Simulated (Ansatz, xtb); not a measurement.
## Two isomers of C4H5FS2

We compare a, `F[C@@H]1C=CSSC1`, a singlet, with b, `C=CSSC(=C)F`, a singlet. Both are isolated molecules in the gas phase, relaxed with PBE-D3(BJ)/def2-SVP; the shapes shown needn't be the lowest conformers.

a (Å):

```yaml
atoms:
  - { symbol: C, position_ang: [-1.3401, 1.2733, -0.0263] }
  - { symbol: C, position_ang: [-1.6654, 0.1212, 0.8848] }
  - { symbol: C, position_ang: [-0.8888, -0.4141, 1.8535] }
  - { symbol: C, position_ang: [-0.2210, 2.1827, 0.4854] }
  - { symbol: F, position_ang: [-2.4984, 2.0532, -0.1640] }
  - { symbol: S, position_ang: [0.7482, 0.0310, 2.3173] }
  - { symbol: S, position_ang: [1.3271, 1.2411, 0.6889] }
  - { symbol: H, position_ang: [-1.0761, 0.9052, -1.0448] }
  - { symbol: H, position_ang: [-2.6752, -0.2968, 0.7419] }
  - { symbol: H, position_ang: [-1.2817, -1.2118, 2.5081] }
  - { symbol: H, position_ang: [-0.0021, 2.9785, -0.2549] }
  - { symbol: H, position_ang: [-0.5124, 2.6605, 1.4425] }
```

b (Å):

```
atom    x (Å)   y (Å)    z (Å)
   C   0.0296  1.3799   4.3051
   C  -0.3911  1.2945   3.0299
   C   1.5190  1.1555  -0.0983
   C   2.2584  1.3810  -1.1990
   F   1.9984  0.4641   0.9476
   S  -0.2252  2.6369   1.8835
   S  -0.1855  1.6259   0.0403
   H  -0.1787  0.5607   5.0100
   H   0.5727  2.2589   4.6864
   H  -0.9192  0.4107   2.6329
   H   1.8604  2.0008  -2.0120
   H   3.2587  0.9329  -1.2926
```

Quicker runs give these differences E(b) − E(a): GFN2-xTB +1.328 eV; HF/STO-3G +1.764 eV (at GFN2-xTB geometries); r2SCAN-D4/def2-SVP +1.018 eV (at GFN2-xTB geometries).

Q: Estimate E(b) − E(a) at the level CCSD(T)/def2-SVP + ΔMP2/def2-TZVPP.

A: Calculated at CCSD(T)/def2-SVP + ΔMP2/def2-TZVPP: E(b) − E(a) = +0.956 eV, so structure a lies lower.

Level by level:

| level | geometry | E(b) − E(a) (eV) | departure from the last row (eV) | job, with rough time for the two |
| --- | --- | --- | --- | --- |
| GFN2-xTB | GFN2-xTB | +1.328 | +0.372 | optimisation, 0.24 s |
| HF/STO-3G | GFN2-xTB | +1.764 | +0.807 | single point, 0.34 s |
| r2SCAN-D4/def2-SVP | GFN2-xTB | +1.018 | +0.062 | single point, 2.1 s |
| PBE-D3(BJ)/def2-SVP | PBE-D3(BJ)/def2-SVP | +0.938 | −0.018 | optimisation, 24 s |
| HF/def2-SVP | PBE-D3(BJ)/def2-SVP | +0.968 | +0.012 | part of the CCSD(T) run |
| MP2/def2-SVP | PBE-D3(BJ)/def2-SVP | +1.069 | +0.113 | part of the CCSD(T) run |
| CCSD(T)/def2-SVP | PBE-D3(BJ)/def2-SVP | +0.976 | +0.020 | single point |
| CCSD(T)/def2-SVP + ΔMP2/def2-TZVPP | PBE-D3(BJ)/def2-SVP | +0.956 |  | single point, 34 s |

As drawn, b has 1 C=C in place of 2 C–C. Structure a has a 6-membered ring, b no ring.

None of the levels shown reverses the order. The largest departure from CCSD(T)/def2-SVP + ΔMP2/def2-TZVPP is that of HF/STO-3G, 0.807 eV. The last row adds to CCSD(T) the change of the MP2 difference between the two basis sets, here −0.020 eV.

With thermal terms from frequencies at re-optimised GFN2-xTB minima (ideal gas, soft modes damped towards free rotors, one conformer each, 298.15 K, 1 atm): on the last row, ΔE + ΔZPE = +0.840, ΔH = +0.895, ΔG = +0.760 eV.

The correlated steps freeze 15 core orbitals. Mirror images aren't counted in ΔG. Programs: Ansatz 0.2.0, xtb 6.7.1; the last row on 4 threads of Intel(R) Xeon(R) Platinum 8488C (Sapphire Rapids) on a shared host.
